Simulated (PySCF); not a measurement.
**TeO: energy against distance**

Set-up: basis Te x2c-SVPall, O x2c-SVPall; spin-free X2C with a Gaussian nucleus; PySCF 2.14. Energies in eV from Te + O in their ground configurations at the same level. State: ³Σ⁻ (triplet), unpaired electrons π ↑↑.

All columns are B3LYP. A positive dipole means Te(−)O(+).

| R (Å) | E (eV) | μ (D) | Mulliken charge on Te (basis-dependent) | HOMO (eV) | LUMO (eV) | Mayer bond order | ⟨S²⟩ |
| --- | --- | --- | --- | --- | --- | --- | --- |
| 1.588 | -1.771 | -2.34 | 0.50 | -5.94 | -2.94 | 1.89 | 2.01 |
| 1.661 | -2.867 | -2.53 | 0.49 | -6.14 | -3.13 | 1.89 | 2.01 |
| 1.735 | -3.482 | -2.67 | 0.48 | -6.33 | -3.33 | 1.90 | 2.01 |
| 1.791 | -3.716 | -2.76 | 0.46 | -6.47 | -3.46 | 1.91 | 2.01 |
| 1.846 | -3.805 | -2.83 | 0.45 | -6.60 | -3.60 | 1.91 | 2.01 |
| 1.901 | -3.785 | -2.88 | 0.43 | -6.72 | -3.73 | 1.92 | 2.01 |
| 1.975 | -3.633 | -2.93 | 0.40 | -6.86 | -3.89 | 1.93 | 2.01 |
| 2.067 | -3.310 | -2.96 | 0.37 | -7.01 | -4.07 | 1.94 | 2.01 |
| 2.178 | -2.816 | -2.96 | 0.33 | -7.14 | -4.27 | 1.94 | 2.01 |
| 2.326 | -2.093 | -2.88 | 0.27 | -7.17 | -4.49 | 1.91 | 2.02 |

A fit through these points gives, at Re = 1.861 Å, μ = -2.84 D and dμ/dR = -1.03 D/Å; the reduced mass is 14.24 u.

How strong is the fundamental in the double-harmonic approximation, I = 42.26·(dμ/dR)²/μred km/mol?

I = 42.26·(-1.03)²/14.24 = 3.15 km/mol at B3LYP.

Spin–orbit coupling is left out, which matters for elements this heavy, above all for dissociation energies. The state is the lowest determinant that a PBE0 search found; another state may lie lower at other levels.
